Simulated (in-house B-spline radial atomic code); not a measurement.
Solving the quasi-particle equation for 2p of Ar⁸⁺

Configuration [He] 2s2 2p6, start HSE06. Computed with an all-electron radial atomic-structure program (B-spline basis): all electrons, non-relativistic, point nucleus, each spin shell either full or empty, empty states to l = 9 with an (l + 1/2)⁻⁴ tail; G0W0 by contour deformation at full frequency.

At the mean-field level ε = -402.214 eV the matrix elements are Σx = -96.825 eV, v_xc = -74.258 eV and Σc(ε) = 1.62 eV, and the slope of the correlation self-energy is dΣc/dω = -0.0138. The quasi-particle energy solves E = ε + Σx − v_xc + Σc(E).

Task: What does the linearised equation give?

Result: Z = 1/(1 − dΣc/dω) = 1/1.0138 = 0.9864. The first-order shift is Σx − v_xc + Σc(ε) = -96.825 − (-74.258) + (1.62) = -20.947 eV, so E ≈ ε + Z × shift = -402.214 + 0.9864 × (-20.947) = -422.876 eV.

Task: How does that compare with the full solution and with static screening?

Result: Solving the equation at full frequency dependence gives E = -422.863 eV, where Σc = 1.918 eV and the weight is 0.985; the linearised value is off by 13 meV. Leaving Z out would give -423.161 eV. Static COHSEX puts -2.373 eV in place of Σc and gives -427.154 eV, 4.29 eV deeper.
